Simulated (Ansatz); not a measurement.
Relaxation of BCl3H5NO (11 atoms, charge 0, multiplicity 1), to a largest force component of 0.03 eV/Å in at most 50 steps.

These are results of RHF/def2-SVP (Ansatz 0.2.0), not measurements.

```xyz
11
Properties=species:S:1:pos:R:3
B -0.299 -1.540 -1.142
Cl 2.274 -0.673 0.486
Cl 0.635 -2.448 -2.325
Cl -1.090 -2.338 0.201
H -0.756 1.238 0.458
O -0.536 -0.163 -1.318
H 1.490 0.219 1.029
N -0.354 1.581 1.322
H -0.079 0.205 -2.061
H -0.308 2.584 1.277
H -0.978 1.336 2.073
```

Problem. Where does it end, and by what steps?

Solution. It converged. The force dipped under the threshold on the way, but the program's further checks kept it going. After 41 steps the energy has fallen by 0.356 eV; Cl4 moved furthest, 2.16 Å.

```json
{"step": "0", "energy less start (eV)": "0.0000", "largest force component (eV/Å)": "2.745", "accepted": "yes"}
{"step": "2", "energy less start (eV)": "-0.1682", "largest force component (eV/Å)": "0.906", "accepted": "yes"}
{"step": "4", "energy less start (eV)": "-0.2324", "largest force component (eV/Å)": "0.285", "accepted": "yes"}
{"step": "6", "energy less start (eV)": "-0.2480", "largest force component (eV/Å)": "0.079", "accepted": "yes"}
{"step": "8", "energy less start (eV)": "-0.2505", "largest force component (eV/Å)": "0.176", "accepted": "yes"}
{"step": "10", "energy less start (eV)": "-0.2531", "largest force component (eV/Å)": "0.153", "accepted": "yes"}
{"step": "12", "energy less start (eV)": "-0.2565", "largest force component (eV/Å)": "0.272", "accepted": "yes"}
{"step": "14", "energy less start (eV)": "-0.2627", "largest force component (eV/Å)": "0.141", "accepted": "yes"}
{"step": "16", "energy less start (eV)": "-0.2734", "largest force component (eV/Å)": "0.338", "accepted": "yes"}
{"step": "18", "energy less start (eV)": "-0.2899", "largest force component (eV/Å)": "0.639", "accepted": "yes"}
{"step": "20", "energy less start (eV)": "-0.3193", "largest force component (eV/Å)": "0.246", "accepted": "yes"}
{"step": "22", "energy less start (eV)": "-0.3260", "largest force component (eV/Å)": "0.416", "accepted": "yes"}
{"step": "24", "energy less start (eV)": "-0.3452", "largest force component (eV/Å)": "0.034", "accepted": "yes"}
{"step": "26", "energy less start (eV)": "-0.3447", "largest force component (eV/Å)": "0.608", "accepted": "no"}
{"step": "28", "energy less start (eV)": "-0.3487", "largest force component (eV/Å)": "0.025", "accepted": "yes"}
{"step": "30", "energy less start (eV)": "-0.3501", "largest force component (eV/Å)": "0.264", "accepted": "no"}
{"step": "32", "energy less start (eV)": "-0.3503", "largest force component (eV/Å)": "0.235", "accepted": "no"}
{"step": "34", "energy less start (eV)": "-0.3531", "largest force component (eV/Å)": "0.021", "accepted": "yes"}
{"step": "36", "energy less start (eV)": "-0.3545", "largest force component (eV/Å)": "0.107", "accepted": "yes"}
{"step": "38", "energy less start (eV)": "-0.3554", "largest force component (eV/Å)": "0.105", "accepted": "yes"}
{"step": "40", "energy less start (eV)": "-0.3540", "largest force component (eV/Å)": "0.176", "accepted": "no"}
{"step": "41", "energy less start (eV)": "-0.3564", "largest force component (eV/Å)": "0.008", "accepted": "yes"}
```

```xyz
11
Properties=species:S:1:pos:R:3
B -0.758 -1.867 -1.499
Cl 2.519 0.698 -0.029
Cl 0.360 -2.851 -2.458
Cl -2.472 -2.285 -1.464
H -0.763 1.016 1.025
O -0.342 -0.821 -0.802
H 1.530 1.178 0.683
N -0.102 1.606 1.504
H 0.588 -0.620 -0.836
H -0.406 2.559 1.392
H -0.154 1.387 2.485
```

The run took 76 s on 2 threads of AMD EPYC 7B13 (Zen 3) (shared host), peak memory 0.3 GiB.
